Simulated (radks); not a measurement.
Results of a calculation; reference values are marked as such.
Q: These are the eigenvalues of the occupied orbitals of an atom or ion with whole-number occupations (eV). Level of theory: scalar-relativistic Kohn-Sham, LDA (Slater exchange, Perdew-Wang correlation), spin-polarised, spherical densities, point nucleus (a radial shooting solver on a logarithmic mesh with Libxc functionals).

| orbital | eigenvalue |
|---|---|
| 1s | -73940.02 |
| 2s | -12978.07 |
| 2p | -11319.86 |
| 3s | -3110.847 |
| 3p | -2624.064 |
| 3d | -2079.747 |
| 4s | -749.1421 |
| 4p | -589.3798 |
| 4d | -391.0691 |
| 5s | -206.1592 |
| 4f | -170.1450 |
| 5p | -162.6769 |

Which element is it, and in what charge state? The configuration may be excited. Open shells, if any, are filled with parallel spins first.

A: Z = 76, osmium, charge +8: Os8+ in [Xe] 4f14. The list shows which subshells hold electrons but not how many an open one holds; the 1s level, -2717.2 hartree, gives Z - s = 73.7 by -(Z - s)^2/2, which with screening and relativity narrows Z to a few neighbours, and the depths of the outer levels then fix element, charge and occupations together.
